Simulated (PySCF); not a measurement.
FGe, charge +1, multiplicity 1. Atoms are numbered in the order given.

```xyz
2

F      0.0000     0.0000    -1.3277
Ge     0.0000     0.0000     0.3734
```
Charge +1, spin multiplicity 1.

Coordinates come from a PBE-D3(BJ)/def2-TZVPD optimisation. The spin state was assumed, not searched.

These are TDDFT-LC-ωPBE/def2-TZVPD in PySCF values and carry that method's errors.

Vertical excitations; the highest root listed may be one member of a degenerate set. The molecule is in vacuum. State labels are in the subgroup C2v.

```json
[
 {"state": "S1", "symmetry": "B1", "energy (eV)": "6.79", "λ (nm)": "183", "f": "0.122", "main pairs": "HOMO→LUMO (degenerate set)"},
 {"state": "S2", "symmetry": "B2", "energy (eV)": "6.79", "λ (nm)": "183", "f": "0.122", "main pairs": "HOMO→LUMO+1 (degenerate set)"},
 {"state": "S3", "symmetry": "A2", "energy (eV)": "7.74", "λ (nm)": "160", "f": "0.000", "main pairs": "HOMO−1→LUMO 49 %, HOMO−2→LUMO+1 49 %"},
 {"state": "S4", "symmetry": "A2", "energy (eV)": "7.87", "λ (nm)": "158", "f": "0.000", "main pairs": "HOMO−2→LUMO+1, HOMO−1→LUMO (degenerate set)"},
 {"state": "S5", "symmetry": "A1", "energy (eV)": "7.87", "λ (nm)": "158", "f": "0.000", "main pairs": "HOMO−1→LUMO+1, HOMO−2→LUMO (degenerate set)"},
 {"state": "S6", "symmetry": "A1", "energy (eV)": "8.91", "λ (nm)": "139", "f": "0.001", "main pairs": "HOMO−2→LUMO 39 %, HOMO−1→LUMO+1 39 %, HOMO→LUMO+2 21 %"},
 {"state": "S7", "symmetry": "B2", "energy (eV)": "11.16", "λ (nm)": "111", "f": "0.002", "main pairs": "HOMO−1→LUMO+2 (degenerate set)"},
 {"state": "S8", "symmetry": "B1", "energy (eV)": "11.16", "λ (nm)": "111", "f": "0.002", "main pairs": "HOMO−2→LUMO+2 (degenerate set)"},
 {"state": "S9", "symmetry": "A1", "energy (eV)": "11.46", "λ (nm)": "108", "f": "1.020", "main pairs": "HOMO→LUMO+2 77 %"},
 {"state": "S10", "symmetry": "B2", "energy (eV)": "12.03", "λ (nm)": "103", "f": "0.377", "main pairs": "HOMO−3→LUMO+1 90 %"},
 {"state": "T1", "symmetry": "B1", "energy (eV)": "4.78", "λ (nm)": "259", "f": "0", "main pairs": "HOMO→LUMO (degenerate set)"},
 {"state": "T2", "symmetry": "B2", "energy (eV)": "4.78", "λ (nm)": "259", "f": "0", "main pairs": "HOMO→LUMO+1 (degenerate set)"},
 {"state": "T3", "symmetry": "A1", "energy (eV)": "7.20", "λ (nm)": "172", "f": "0", "main pairs": "HOMO−1→LUMO+1 48 %, HOMO−2→LUMO 48 %"},
 {"state": "T4", "symmetry": "A2", "energy (eV)": "7.42", "λ (nm)": "167", "f": "0", "main pairs": "HOMO−1→LUMO 49 %, HOMO−2→LUMO+1 49 %"}
]
```
Triplets are in the Tamm–Dancoff approximation, which puts them higher than full response would, so one can lie above its singlet here.
